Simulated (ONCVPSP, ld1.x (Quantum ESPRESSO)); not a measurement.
# Potentials for zinc compared

Generated with ld1.x 7.5 (TM, RRKJ, ultrasoft, PAW), atompaw 4.2 or ONCVPSP 4.0.1. The cutoff is in Ry: for ld1.x and atompaw files where the sum of valence levels is converged to 10 mRy in a Bessel basis, for ONCV files where the hardest occupied wave has 1 mHa per electron of residual kinetic energy. The error is the largest all-electron minus pseudo excitation energy over each file’s own four to seven test configurations (ionisations up to +4, promotions, holes and added fractions of an electron), all of which were solved. The labels leave out finer settings (local radius, basis sizes, second energies), which also bear on the numbers. Spin-polarised tests are not counted. The rows are a selection from randomly drawn settings: files with unsolved tests, undetermined cutoffs or missed reference levels are left out.

A true bound ghost makes a file unfit for plane-wave use even where its test errors are small: the radial tests pick states by their node count and pass the ghost by.

```tsv
potential	cutoff (Ry)	largest error (meV)	bound ghosts
PAW, LDA (PZ), scalar-relativistic, rc 2.15/2.90/1.35/2.00 (spdf), local smoothed, core correction yes, reference 3d10 4s0.5 4p0	70	-36	none
ONCV, PBEsol, scalar-relativistic, rc 1.15/1.10/1.35 (spd), local smoothed, core correction yes, reference 3s2 3p6 3d10 4s2, qcut 9.6/10.1/9.1, projectors 2/2/2	86	+28	none
ONCV, PW91, scalar-relativistic, rc 2.00/0.75/1.40 (spd), local smoothed, core correction yes, reference 3p6 3d10 4s2, qcut 4.2/9.2/13.1, projectors 2/2/2	132	+102	s
ONCV, PBE, scalar-relativistic, rc 1.15/1.10/1.00 (spd), local smoothed, core correction yes, reference 3s2 3p6 3d10 4s2, qcut 9.5/11.6/17.5, projectors 2/2/2	219	-13	none
```

(1) Fill in the row for Zn: ONCV, PBE, scalar-relativistic, rc 0.90/0.70/1.30 (spd), local smoothed, core correction yes, reference 3s2 3p6 3d10 4s2, qcut 15.8/10.8/11.2, projectors 2/1/2.

(2) Fill in the row for Zn: ONCV, PBE, fully relativistic, rc 1.30/0.95/1.10 (spd), local smoothed, core correction yes, reference 3s2 3p6 3d10 4s2, qcut 6.2/11.3/12.4, projectors 3/2/3.

(3) Fill in the row for Zn: ONCV, LDA (Perdew-Wang 92), non-relativistic, rc 1.20/0.80/1.00 (spd), local smoothed, core correction no, reference 3s2 3p6 3d10 4s2, qcut 9.9/17.2/15.1, projectors 2/2/1.

Results:

(1) cutoff 256 Ry, largest error +27 meV, bound ghosts: none.

(2) cutoff 140 Ry, largest error +94 meV, bound ghosts: none.

(3) cutoff 187 Ry, largest error -8.9 meV, bound ghosts: none.
